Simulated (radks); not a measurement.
Task: All-electron atom: the potassium ion K3+ in [Ne] 3s2 3p4 (the NIST ground configuration). Method: Dirac Kohn-Sham, LDA (Slater exchange, Perdew-Zunger correlation), spin-unpolarised, spherical densities, finite nucleus; open shells are shared between the two j in proportion to 2j + 1; Fermi nuclear charge, rms radius 3.4349 fm; computed with a radial shooting solver on a logarithmic mesh with Libxc functionals. Some entries of the table are withheld. Estimate them.

| orbital | occ. | eigenvalue (Ry) | <r> (bohr) | <1/r> (bohr^-1) |
|---|---|---|---|---|
| 1s1/2 | 2 | -261.2938 | 0.08124 | 18.67 |
| 2s1/2 | 2 | -29.00776 | 0.3883 | 3.799 |
| 2p1/2 | 2 | -23.85521 | 0.3487 | 3.729 |
| 2p3/2 | 4 | -23.64233 | 0.3512 | 3.693 |
| 3s1/2 | 2 | -5.30983 | 1.202 | 1.166 |
| 3p1/2 | 1.33333 | -4.04641 | (1) | (2) |
| 3p3/2 | 2.66667 | -4.02184 | (3) | (4) |
| 3d3/2 | 0 | -2.17649 | 1.544 | 0.8122 |
| 3d5/2 | 0 | -2.17466 | 1.545 | 0.8113 |
| 4s1/2 | 0 | -1.66598 | (5) | 0.4635 |

Result: 
(1) 3p1/2 <r> (bohr): 1.289
(2) 3p1/2 <1/r> (bohr^-1): 1.060
(3) 3p3/2 <r> (bohr): 1.295
(4) 3p3/2 <1/r> (bohr^-1): 1.054
(5) 4s1/2 <r> (bohr): 2.941
